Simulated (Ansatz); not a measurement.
Two isomers of BH4NSSi: A = `SB1N[SiH2]1`, B = `NB1[SiH2]S1`.

Program: Ansatz. Geometries: PBE0-D4/def2-TZVP. ΔE: electronic, gas phase. CBS: MP2 limit from def2 TZ/QZ plus the TZ coupled-cluster correction, frozen cores. DFT in def2-TZVPP. B3LYP here is the variant with VWN-RPA as its local correlation; programs differ in this. Each species was taken in one conformer, which may not be the lowest.

A:

```xyz
8

S    -1.8522    1.3363   -0.9302
B    -0.5079    0.3193   -0.3542
N     0.2696    0.1096    0.7750
Si    0.8622   -1.0263   -0.4170
H    -2.0337    2.0477    0.1992
H     0.3477    0.4789    1.7095
H     0.6607   -2.4622   -0.0968
H     2.2536   -0.8034   -0.8855
```

B:

Z-matrix (Å, degrees):
```
Si
B 1 1.930
S 1 2.163 2 52.0
H 1 1.484 2 124.1 3 96.4
H 1 1.484 2 124.1 3 -96.4
N 2 1.382 1 154.1 3 -180.0
H 6 1.007 2 123.1 1 -180.0
H 6 1.004 2 122.5 1 -0.0
```

(1) Which is lower in electronic energy at CCSD(T)/CBS, and by how much? (An estimate is asked.)

(2) Give E(B) − E(A) in kcal/mol with CCSD(T)/def2-TZVPP, ωB97M-V, MP2/def2-TZVPP, PBE-D4, B3LYP, CCSD(T)/def2-SVP, HF/def2-TZVPP. (Best estimate.)

(3) Does the order hold for the free energy at 298.15 K (harmonic terms from PBE0-D4)? (Estimate.)

Largest T1 diagnostic: 0.014.

Results:

(1) Ansatz gave: B, by 20.0 kcal/mol.

(2) Computed: CCSD(T)/def2-TZVPP -19.3, ωB97M-V -19.3, MP2/def2-TZVPP -20.3, PBE-D4 -21.0, B3LYP -19.2, CCSD(T)/def2-SVP -18.5, HF/def2-TZVPP -18.9. None reverses the order clearly.

(3) The calculation gave: Yes: G(B) − G(A) = -17.6 kcal/mol, for one conformer each.

Leaving LDA and LC-ωPBE aside and taking each functional with its dispersion term where it has one, the values, not all of them listed here, spread over 2.8 kcal/mol, from B97M-V to CAM-B3LYP-D4. At CCSD(T), def2-SVP lies +1.5 kcal/mol from the extrapolated value and def2-TZVPP +0.7 kcal/mol.
